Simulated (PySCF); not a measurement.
C6H6O3 (charge -1 and doublet state).
Z-matrix (Å and degrees, GFN2-xTB geometry), rows numbered from 1:
```
C 
O   1  1.4249
C   2  1.3751  1  114.42
O   3  1.4187  2  115.48  1   -81.56
C   4  1.3582  3  105.34  2   160.24
C   5  1.3479  4  112.73  3    -3.83
C   3  1.4250  2  128.52  1    65.95
C   7  1.4037  3  127.62  2    27.10
O   8  1.2606  7  127.32  3   177.80
H   1  1.0967  2  110.85  3    64.33
H   1  1.0949  2  110.45  3   -56.51
H   1  1.0912  2  107.03  3  -176.14
H   5  1.0772  4  115.88  3   175.10
H   6  1.0734  5  126.89  4  -178.76
H   8  1.1156  7  113.84  3    -2.97
```

The hyperfine couplings belong to this conformer and change with its torsions.

As a line formula: `COc1occc1[CH][O-]` [radical] (charge -1).

The calculation used PySCF, UKS B3LYP, pcH-1 on C H O, non-relativistic, mean-field spin-orbit, GIAO. Whether the extra electron is bound in the gas phase wasn't checked; a finite basis holds it in any case. The geometry wasn't refined by DFT: couplings that depend on bond lengths, twists or pyramidal angles can differ widely from those at the functional's own minimum, by a factor of two or more for some ions and for spin on atoms past the first row. No stability test was run, so a lower SCF solution isn't excluded.

Principal values of hyperfine tensors in MHz (contact and dipolar terms together), for some of the nuclei:

| atom | isotope | A1 | A2 | A3 |
| --- | --- | --- | --- | --- |
| C3 | 13C | 124.87 | 126.68 | 272.37 |
| O2 | 17O | -119.29 | -118.58 | -115.96 |
| C1 | 13C | 35.38 | 36.14 | 51.79 |
| O9 | 17O | -97.68 | 17.42 | 19.17 |
| H15 | 1H | -24.29 | -20.42 | -7.37 |
| C8 | 13C | -11.27 | -7.77 | 44.82 |
| C7 | 13C | -13.87 | -10.91 | -0.17 |
| H11 | 1H | -9.48 | -3.04 | -1.87 |

(1) Split each tensor into its isotropic and traceless parts, and turn a_iso into mT with g = 2.0040.

(2) What spin density at the nucleus of O2 lies behind its contact coupling (g_N = -0.75752)?

(3) O4 (17O, g_N = -0.75752) isn't in the table. Its spin density at the nucleus is 0.05138 bohr⁻³. What is its contact coupling?

(4) Which nucleus of the table has the largest anisotropic coupling, and what is its form?

(5) In a single crystal, with the field along each principal axis of the tensor of C1 in turn, what first-order splitting does this nucleus give (isotropic g, quadrupole terms neglected)?

## Answers

(1) a_iso = (A1 + A2 + A3)/3, Ti = Ai − a_iso; 1 mT corresponds to 28.048 MHz.

| atom | a_iso (MHz) | a_iso (mT) | T1 | T2 | T3 |
| --- | --- | --- | --- | --- | --- |
| C3 | 174.64 | 6.226 | -49.77 | -47.96 | 97.73 |
| O2 | -117.94 | -4.205 | -1.34 | -0.64 | 1.98 |
| C1 | 41.10 | 1.465 | -5.72 | -4.96 | 10.68 |
| O9 | -20.36 | -0.726 | -77.31 | 37.78 | 39.53 |
| H15 | -17.36 | -0.619 | -6.93 | -3.06 | 9.99 |
| C8 | 8.59 | 0.306 | -19.86 | -16.36 | 36.23 |
| C7 | -8.32 | -0.296 | -5.56 | -2.59 | 8.15 |
| H11 | -4.80 | -0.171 | -4.68 | 1.75 | 2.93 |

(2) a_FC = 800.24 MHz bohr³ × g_N × ρ(0)/(2S). With a_FC = -117.94 MHz and 2S = 1, ρ(0) = 0.1946 bohr⁻³. The nuclear moment is negative, so coupling and spin density have opposite signs.

(3) By the same relation, a_FC = -31.1 MHz. Its full tensor has the principal values -64.28, -15.32, -13.83 MHz.

(4) C3: -49.8, -48.0, 97.7 MHz, axial, in the ratio −1:−1:+2, the form that spin in one p orbital centred on that nucleus gives.

(5) 2 lines (I = 1/2), spaced by |A_i|/(g × 13.996): 1.26, 1.29, 1.85 mT along the axes of A1, A2 and A3.

The SMILES draws the unpaired electron on C8; the largest computed Mulliken spin population is on C3 (0.51 against 0.20).
